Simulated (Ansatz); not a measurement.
Gas-phase electronic energies from Ansatz, PBE0-D4/def2-TZVP geometries. CCSD(T)/CBS adds triple-zeta CCSD(T) − MP2 to the extrapolated MP2 energy (def2 sets, frozen cores). This one scheme is used for every species. DFT in def2-TZVPP. B3LYP here is the variant with VWN-RPA as its local correlation; programs differ in this. For Br, Ga outer-core shells are correlated without core-valence functions, which leaves a few kJ/mol of doubt a bond. Scalar relativity is left out up to krypton.

Reaction (ligand exchange at a Ga–F bond): `[F][Ga]([Cl])[Cl]` + HBr → `[Cl][Ga]([Cl])[Br]` + H–F

| level | ΔE (kcal/mol) |
| --- | --- |
| BLYP-D4 | -9.5 |
| B3LYP-D4 | -10.8 |
| B2PLYP | -9.8 |
| B3LYP | -9.1 |
| r2SCANh | -10.6 |
| MP2/def2-SVP | -7.5 |
| CCSD(T)/def2-SVP | -6.6 |
| CCSD/def2-TZVPP | -10.6 |

Q: What does CCSD(T)/CBS give? (Estimate.)

A: The calculation gave: -12.4 kcal/mol. The listed levels differ from it by 2.9, 1.6, 2.6, 3.3, 1.8, 4.9, 5.8, 1.8 kcal/mol.

Largest T1 diagnostic among the species: 0.012.

From PBE to PBE0 (25 % exact exchange), in def2-TZVPP and without D4, ΔE moves by −1.6 kcal/mol. The D4 term adds −1.7 kcal/mol with B3LYP and −0.9 kcal/mol with PBE0; it sums over pairs of atoms, weighted by their polarisabilities, and B3LYP, whose exchange is more repulsive, gets the larger term. Leaving LDA and LC-ωPBE aside and taking each functional with its dispersion term where it has one, the values, not all of them listed here, spread over 4.0 kcal/mol, from HSE06-D4 to B97M-V.
